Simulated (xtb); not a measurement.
Br2In (SMILES [Br][In+][Br]), charge +1, singlet, geometry from GFN2-xTB (such geometries of metal compounds can be far from the true shape); GFN1-xTB (xtb 6.7.1).

Input for xtb:
```
$ xtb coord --gfn 1 --chrg 1 --json

# file coord
$coord
      0.0000000000       0.0000000000       0.0000000000  in
     -0.0000000000      -0.0000000000      -4.7464246726  br
      0.0000000000       0.0000000000       4.7464246726  br
$end
```

Problem. What does xtb print? Leave out banner, timings and long lists.

Solution. 
```
   ID    Z sym.   atoms
    1   49 in     1
    2   35 br     2, 3

           -------------------------------------------------
          |                Calculation Setup                |
           -------------------------------------------------

           -------------------------------------------------
          |                 G F N 1 - x T B                 |
           -------------------------------------------------

          ...................................................
          :                      SETUP                      :
          :.................................................:
          :  # basis functions                  30          :
          :  # atomic orbitals                  27          :
          :  # shells                            9          :
          :  # electrons                        16          :
          :  # halogen bonds                     0          :
          :  max. iterations                   250          :
          :  Hamiltonian                  GFN1-xTB          :
          :  restarted?                      false          :
          :  GBSA solvation                  false          :
          :  PC potential                    false          :
          :  electronic temp.          300.0000000     K    :
          :  accuracy                    1.0000000          :
          :  -> integral cutoff          0.2500000E+02      :
          :  -> integral neglect         0.1000000E-07      :
          :  -> SCF convergence          0.1000000E-05 Eh   :
          :  -> wf. convergence          0.2000000E-04 e    :
          :  Broyden damping             0.4000000          :
          :  net charge                          1          :
          :  unpaired electrons                  0          :
          ...................................................

 iter      E             dE          RMSdq      gap      omega  full diag
   1     -8.8889967 -0.888900E+01  0.272E+00    2.87       0.0  T
   2     -8.9062872 -0.172905E-01  0.115E+00    2.64       1.0  T
   3     -8.9081326 -0.184544E-02  0.699E-01    2.70       1.0  T
   4     -8.9082468 -0.114213E-03  0.407E-02    2.68       1.4  T
   5     -8.9082541 -0.725108E-05  0.151E-03    2.69      38.3  T
   6     -8.9082541 -0.318073E-08  0.814E-04    2.69      70.9  T
   7     -8.9082541 -0.126343E-08  0.287E-07    2.69  100000.0  T
   8     -8.9082541 -0.355271E-14  0.108E-07    2.69  100000.0  T

[...]
         :: total energy              -8.888791826368 Eh    ::
[...]
         8        2.0000           -0.6709882             -18.2585 (HOMO)
         9                         -0.5723055             -15.5732 (LUMO)
        10                         -0.3703274             -10.0771
        11                         -0.3703274             -10.0771
        12                         -0.3548244              -9.6553
        13                         -0.3548244              -9.6553
        14                         -0.3258582              -8.8671
        15                         -0.3228497              -8.7852
        16                         -0.3228497              -8.7852
        17                         -0.3222236              -8.7681
        18                         -0.3222236              -8.7681
        19                         -0.3013253              -8.1995
       ...                                ...                  ...
        27                          0.4618300              12.5670
      -------------------------------------------------------------
                  HL-Gap            0.0986827 Eh            2.6853 eV
             Fermi-level           -0.6216468 Eh          -16.9159 eV

  Mulliken/CM5 charges         n(s)   n(p)   n(d)
     1in    0.80184  0.79019   1.564  0.493  0.140
     2br    0.09908  0.10490   1.946  4.952  0.003
     3br    0.09908  0.10490   1.946  4.952  0.003

Wiberg/Mayer (AO) data.
largest (>0.10) Wiberg bond orders for each atom

 ---------------------------------------------------------------------------
     #   Z sym  total        # sym  WBO       # sym  WBO       # sym  WBO
 ---------------------------------------------------------------------------
     1  49 in   1.814 --     3 br   0.907     2 br   0.907
     2  35 br   1.365 --     1 in   0.907     3 br   0.458
     3  35 br   1.365 --     1 in   0.907     2 br   0.458
 ---------------------------------------------------------------------------

Topologies differ in total number of bonds
Writing topology from bond orders to xtbtopo.mol

 dipole moment from electron density (au)
     X       Y       Z
   0.0000  -0.0000   0.0000  total (Debye):    0.000

           -------------------------------------------------
          | TOTAL ENERGY               -8.888791826368 Eh   |
          | GRADIENT NORM               0.000178925228 Eh/α |
          | HOMO-LUMO GAP               2.685294062872 eV   |
           -------------------------------------------------

normal termination of xtb
```
